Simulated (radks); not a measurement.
Spherical quantum dot in the effective-mass picture: electrons in a parabolic well V = omega^2 r^2 / 2 with omega = 4.12, all in effective atomic units (hartree* = m*/eps^2 hartree, bohr* = eps/m* bohr), one dielectric constant everywhere. Calculated with a radial shooting solver with Libxc functionals: non-relativistic Kohn-Sham, r2SCAN, spin-polarised, spherical densities, generalised Kohn-Sham scheme. Levels are named by radial order and angular momentum (1s, 1p, 1d, 2s, ...), and open shells are averaged over m. Each electron was tried in the lowest free levels, single moves between levels near the top were tried too, and the lowest total energy was kept; such a search can miss a lower state. At N = 1 the Hartree and exchange-correlation terms need not cancel, so that row can carry a self-interaction error.

N	open shells	2S	E (hartree*)	mu = E(N) - E(N-1) (hartree*)	addition energy mu(N+1) - mu(N) (hartree*)	e(HOMO) (hartree*)	rms radius (bohr*)
1	1s(up 1, down 0)	1	6.18283	6.1828	1.549	6.7198	0.6035
2	none	0	13.9150	7.7322	4.940	8.2572	0.6228
3	1p(up 1, down 0)	1	26.5871	12.672	0.9412	13.132	0.6966
4	1p(up 2, down 0)	2	40.2004	13.613	0.9877	14.103	0.7356
5	1p(up 3, down 0)	3	54.8013	14.601	1.427	15.102	0.7621
6	1p(up 3, down 1)	2	70.8290	16.028	0.8951	16.467	0.7842
7	1p(up 3, down 2)	1	87.7518	16.923	0.9335	17.385	0.8022
8	none	0	105.608	17.856	4.376	18.329	0.8178
9	1d(up 1, down 0)	1	127.840	22.232	0.8077	22.633	0.8463
10	1d(up 2, down 0)	2	150.880	23.040	0.8185	23.448	0.8699
11	1d(up 3, down 0)	3	174.738	23.858	0.8223	24.269	0.8901
12	1d(up 4, down 0)	4	199.419	24.681	0.8228	25.092	0.9078
13	1d(up 5, down 0)	5	224.922	25.503	1.177	25.914	0.9237
14	1d(up 5, down 1)	4	251.602	26.681	0.7667	27.061	0.9386
15	1d(up 5, down 2)	3	279.050	27.447	0.7775	27.835	0.9522
16	1d(up 5, down 3)	2	307.274	28.225	0.7821	28.615	0.9648
17	1d(up 5, down 4)	1	336.281	29.007	0.7835	29.399	0.9766
18	none	0	366.072	29.790	1.067	30.182	0.9877
19	2s(up 1, down 0)	1	396.929	30.857	0.9334	31.244	0.9985
20	none	0	428.719	31.791	3.415	32.165	1.009
21	1f(up 1, down 0)	1	463.925	35.205	0.6995	35.555	1.023
22	1f(up 2, down 0)	2	499.830	35.905	0.7013	36.255	1.037
23	1f(up 3, down 0)	3	536.436	36.606	0.7014	36.957	1.049
24	1f(up 4, down 0)	4	573.744	37.308	0.7005	37.658	1.061
25	1f(up 5, down 0)	5	611.752	38.008	0.6991	38.358	1.072
26	1f(up 6, down 0)	6	650.459	38.707	0.6972	39.056	1.083
27	1f(up 7, down 0)	7	689.864	39.404	0.9739	39.752	1.093
28	1f(up 7, down 1)	6	730.242	40.378	0.6690	40.712	1.103
29	1f(up 7, down 2)	5	771.289	41.047	0.6712	41.383	1.113
30	1f(up 7, down 3)	4	813.008	41.719	0.6719	42.054	1.122
31	1f(up 7, down 4)	3	855.398	42.390	0.6716	42.726	1.131
32	1f(up 7, down 5)	2	898.460	43.062	0.6707	43.397	1.139
33	1f(up 7, down 6)	1	942.193	43.733	0.6693	44.068	1.147
34	none	0	986.595	44.402	1.113	44.736	1.155
35	2p(up 1, down 0)	1	1032.11	45.515	0.6643	45.846	1.163
36	2p(up 2, down 0)	2	1078.29	46.179	0.6684	46.512	1.171
37	2p(up 3, down 0)	3	1125.14	46.847	0.8458	47.182	1.179
38	2p(up 3, down 1)	2	1172.83	47.693	0.6508	48.018	1.186
39	2p(up 3, down 2)	1	1221.17	48.344	0.6548	48.671	1.194
40	none	0	1270.17	48.999	2.751	49.327	1.201
41	1g(up 1, down 0)	1	1321.92	51.749	0.6101	52.054	1.209
42	1g(up 2, down 0)	2	1374.28	52.359	-	52.664	1.218

All shells are closed at N = 2, 8, 18, 20, 34, 40 (there: 1s2 1p6 1d10 2s2 1f14 2p6); the second difference of the energy has clear peaks (12 % above both neighbours; the first and last values, which can be the largest, are not judged, and half-filled shells can peak too) at N = 2, 5, 8, 13, 18, 20, 27, 34, 37, 40.
